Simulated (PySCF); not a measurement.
Cd(H)(SiH3) (CdH₄Si), SMILES [SiH3][CdH]. The structure is a stationary point at B3LYP-D3(BJ)/def2-TZVP. The def2 effective core potentials stand for the cores of Cd; spin–orbit coupling is left out.

Method: B3LYP-D3(BJ)/def2-TZVP in PySCF.

Harmonic wavenumbers (cm⁻¹): 286, 342, 342, 490, 490, 869, 954, 954, 1737, 2190, 2198, 2198. Rotational constants (GHz): 87.69, 2.949, 2.949; symmetry number 3.

Problem. Work out the zero-point energy and the ideal-gas rigid-rotor harmonic-oscillator thermochemistry at 298.15 K and 1 atm.

Solution. ZPE = ½ Σ hcν = ½ × 13051 cm⁻¹ = 78.06 kJ/mol. H − E(el) = 92.69 kJ/mol. Entropy in J/(mol K): translation 170.77, rotation 89.44, vibration 23.69, total 283.90. G − E(el) = 8.04 kJ/mol. Cp = 70.42 J/(mol K).
